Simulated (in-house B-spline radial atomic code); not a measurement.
Ionisation energies along the 4-electron series, configuration [He] 2s2, as differences of self-consistent energies. NIST's values go from ground level to ground level; the uncertainty of those that are theory runs from under 0.1 % in few-electron ions to several per cent in heavy many-electron ones. Computed with an all-electron radial atomic-structure program (B-spline basis): non-relativistic Hartree-Fock, average of the configuration, point nuclei.

This level leaves out relativity, spin-orbit splitting included, which matters for heavy ions.

| ion | configuration after | ionisation energy (eV) | IE/(q+1)² (eV) | -ε less Coulomb ΔSCF (eV) | tabulated value (eV) | tabulated kind | computed minus tabulated (eV) |
| --- | --- | --- | --- | --- | --- | --- | --- |
| Ho63+ | [He] 2s1 | 14281.8 | 3.4868 | 0.28035 | 15448 | tabulated theory | -1166 |
| Er64+ | [He] 2s1 | 14726.1 | 3.4855 | 0.28033 | 15971 | tabulated theory | -1245 |
| Tm65+ | [He] 2s1 | 15177.2 | 3.4842 | 0.28031 | 16510 | tabulated theory | -1333 |
| Yb66+ | [He] 2s1 | ? | ? | ? | ? | tabulated theory | ? |
| Lu67+ | [He] 2s1 | ? | ? | ? | ? | tabulated theory | ? |
| Hf68+ | [He] 2s1 | ? | ? | ? | ? | tabulated theory | ? |
| Ta69+ | [He] 2s1 | 17049.5 | 3.4795 | 0.28023 | 18760 | tabulated theory | -1710 |
| W70+ | [He] 2s1 | 17534.6 | 3.4784 | 0.28021 | 19362 | semi-empirical | -1827 |
| Re71+ | [He] 2s1 | 18026.5 | 3.4773 | 0.28019 | 19950 | tabulated theory | -1923 |
| Os72+ | [He] 2s1 | 18525.2 | 3.4763 | 0.28018 | 20570 | tabulated theory | -2045 |
| Ir73+ | [He] 2s1 | 19030.7 | 3.4753 | 0.28016 | 21200 | tabulated theory | -2169 |

Problem. Fill in the row of Yb66+.

Solution. ionisation energy (eV): 15635.1; IE/(q+1)² (eV): 3.483; -ε less Coulomb ΔSCF (eV): 0.28029; tabulated value (eV): 17050; computed minus tabulated (eV): -1415.

Problem. Fill in the row of Lu67+.

Solution. ionisation energy (eV): 16099.8; IE/(q+1)² (eV): 3.4818; -ε less Coulomb ΔSCF (eV): 0.28027; tabulated value (eV): 17610; computed minus tabulated (eV): -1510.

Problem. Fill in the row of Hf68+.

Solution. ionisation energy (eV): 16571.2; IE/(q+1)² (eV): 3.4806; -ε less Coulomb ΔSCF (eV): 0.28025; tabulated value (eV): 18180; computed minus tabulated (eV): -1609.
